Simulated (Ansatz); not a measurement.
Input for Ansatz (an electronic-structure program): R-PBE/def2-TZVPPD on HCl (SMILES Cl) with ghost functions. Files ending in .json are basis or fitting sets from the Basis Set Exchange.

Ansatz 0.2 input:
```yaml
crystal:
  periodic: [false, false, false]
  atoms:
    - {symbol: Cl, position_ang: [-0.86779556, 1.14722375, 0.28731765]}
    - {symbol: H, position_ang: [-0.15375625, 0.37126615, 1.02104946]}
basis:
  gaussian:
    orbitals: def2-TZVPPD.json
    ghost_atoms:
      - {symbol: O, position_ang: [0.72198056, -0.66909639, 2.72736826]}
      - {symbol: C, position_ang: [0.55705462, -0.63494494, 3.87718261]}
      - {symbol: O, position_ang: [0.39621285, -0.60424636, 5.02220432]}
hamiltonian:
  xc: {name: PBE}
scf: {lower_state_search: off}
```

Program output:

```
WARN ansatz: RAYON_NUM_THREADS=1 ignored (pool sized by the plan → 1); use --threads N
Functional definition: PBE
these checks for a lower state are left out or cut short: stability, starts, cluster_reference, orbital_swaps, neighbouring_geometries, increment
integrals: 0.08 GiB planned
903 factors; their error is unknown
mean field: 0.60 GiB planned
mean field evaluation 1: about -12534.0179 eV, gradient 1.2e1 eV
mean field evaluation 2: about -12533.9662 eV, gradient 1.4e1 eV
mean field evaluation 4: about -12534.3663 eV, gradient 5.1e-1 eV
mean field evaluation 8: about -12534.3599 eV, gradient 4.2e-3 eV
mean field -12534.35989407 eV, -460.6292300128 hartree, gradient 3.8e-6 eV, S^2 0.000000; 0 other end points of the search recorded, 0 dependent functions left out
reference -12534.35994169 eV, -460.6292317628 hartree; 9, 9 occupied and 176, 176 virtual orbitals, 903 factors
Total energy: -12534.35994169 eV, -460.6292317628 hartree
Checks for a lower state left out: stability, starts, cluster_reference, orbital_swaps, neighbouring_geometries, increment
```

The calculation finished and met its thresholds.

Cost: around 1.4 core-seconds (rough).
